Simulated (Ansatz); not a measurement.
Reaction (ligand exchange at the Si–C bond): `C[SiH]([SiH3])CF` + HCl → `FC[SiH]([SiH3])Cl` + CH₄

Program: Ansatz. Geometries: PBE0-D4/def2-TZVP. ΔE: electronic, gas phase. CCSD(T)/CBS is the MP2 limit (def2-TZVPP, def2-QZVPP) plus CCSD(T) − MP2 in def2-TZVPP, frozen cores. This one scheme is used for every species. DFT in def2-TZVPP. One conformer a species, not always the lowest.

`C[SiH]([SiH3])CF`:

Z-matrix (Å, degrees):
```
C
Si 1 1.873
H 1 1.092 2 111.2
H 1 1.093 2 110.8 3 -120.3
H 1 1.092 2 110.2 3 119.9
Si 2 2.342 1 111.7 3 -57.2
C 2 1.901 1 110.0 3 -178.7
H 2 1.494 1 110.6 3 64.7
H 6 1.488 2 110.9 1 -55.3
H 6 1.489 2 110.5 1 -175.8
H 6 1.490 2 110.2 1 64.5
F 7 1.395 2 110.0 1 63.6
H 7 1.096 2 111.4 1 -55.8
H 7 1.095 2 111.7 1 -176.4
```

HCl:

Cartesian coordinates in Å:
```
Cl 0.637 0.028 -0.050
H -0.637 -0.028 0.050
```

`FC[SiH]([SiH3])Cl`:

Cartesian coordinates in Å:
```
F -2.188 -0.313 -0.664
C -1.436 -0.916 0.339
Si -0.002 0.231 0.809
Si 1.333 0.758 -1.038
Cl 1.124 -0.812 2.193
H -1.066 -1.877 -0.032
H -2.090 -1.110 1.195
H -0.534 1.444 1.482
H 2.520 1.527 -0.583
H 1.780 -0.502 -1.688
H 0.559 1.571 -2.012
```

CH₄:

Cartesian coordinates in Å:
```
C 0.000 0.000 0.000
H -0.495 0.136 -0.961
H 0.184 -1.061 0.167
H -0.637 0.388 0.795
H 0.948 0.537 -0.001
```

```tsv
species	PBE0 energy (Eh)
`C[SiH]([SiH3])CF`	-760.10243
HCl	-460.66547
`FC[SiH]([SiH3])Cl`	-1180.33138
CH₄	-40.47541
```

**Question.** Work out ΔE.

**Answer.** ΔE = (-1180.33138) + (-40.47541) − (-760.10243) − (-460.66547) = -0.03889 Eh = -24.4 kcal/mol. CCSD(T)/CBS gives -24.5 kcal/mol.

Largest T1 diagnostic among the species: 0.012.

In def2-TZVPP, CCSD(T) changes the Hartree–Fock value by +3.8 kcal/mol (the triples alone add +0.2 kcal/mol) and MP2 by +2.5 kcal/mol.
